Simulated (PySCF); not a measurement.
Al2H4, SMILES [AlH2][AlH2-], charge -1, multiplicity 2.

Geometry optimised at ωB97X-D3(BJ)/def2-TZVPD.

The numbers are results of CAM-B3LYP/def2-TZVPD (PySCF), not measurements.

Q: Estimate the frontier levels, dipole moment and polarisability. (An estimate is asked for; the answer gives what the named calculation found.)

A: 
```yaml
"α spin, highest occupied and lowest empty level": -0.76 and 4.03 eV
"β spin, highest occupied and lowest empty level": -3.09 and 3.22 eV
dipole_moment_about_the_centre_of_nuclear_charge: 0.000 e·Å
mean_static_polarisability: 131.7 bohr³ (19.51 Å³)
polarisability_principal_values: 97.7, 123.9, 173.4 bohr³
"⟨S²⟩": 0.755 (pure state 0.75)
```
